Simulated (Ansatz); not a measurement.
Reaction (isomerisation): `F[Si](Cl)(Cl)O[SiH3]` → `O[SiH2][Si](F)(Cl)Cl`

Program: Ansatz. Geometries: PBE0-D4/def2-TZVP. ΔE: electronic, gas phase. CCSD(T)/CBS is the MP2 limit (def2-TZVPP, def2-QZVPP) plus CCSD(T) − MP2 in def2-TZVPP, frozen cores. Functionals use def2-TZVPP. HSE06 is defined as in plane-wave codes. Each species was taken in one conformer, which may not be the lowest.

Task: Is it downhill or uphill in electronic energy at CCSD(T)/CBS, and by how much? (Estimate.)

Result: Ansatz gave: Uphill: ΔE = +33.9 kcal/mol.

Task: What do these levels give: LDA (SPW92), PBE-D4, r2SCAN-D4, r2SCANh-D4, CAM-B3LYP-D4, B2PLYP, HSE06, BHLYP, MP2/def2-TZVPP, CCSD/def2-TZVPP, HF/CBS(def2), MP2/CBS(def2)? (An estimate is asked.)

Result: The calculation gave: LDA (SPW92) 28.3, PBE-D4 26.6, r2SCAN-D4 32.6, r2SCANh-D4 33.2, CAM-B3LYP-D4 34.8, B2PLYP 34.2, HSE06 29.5, BHLYP 36.3, MP2/def2-TZVPP 35.7, CCSD/def2-TZVPP 35.5, HF/CBS(def2) 40.9, MP2/CBS(def2) 35.1 kcal/mol.

Largest T1 diagnostic among the species: 0.011.

Leaving LDA and LC-ωPBE aside and taking each functional with its dispersion term where it has one, the values, not all of them listed here, spread over 9.6 kcal/mol, from PBE-D4 to BHLYP-D4. LDA lies +1.8 kcal/mol from PBE without D4. From r2SCAN to r2SCAN0 (25 % exact exchange), in def2-TZVPP and without D4, ΔE moves by +1.3 kcal/mol. In def2-TZVPP, CCSD(T) changes the Hartree–Fock value by −5.6 kcal/mol (the triples alone add −0.9 kcal/mol) and MP2 by −4.4 kcal/mol.
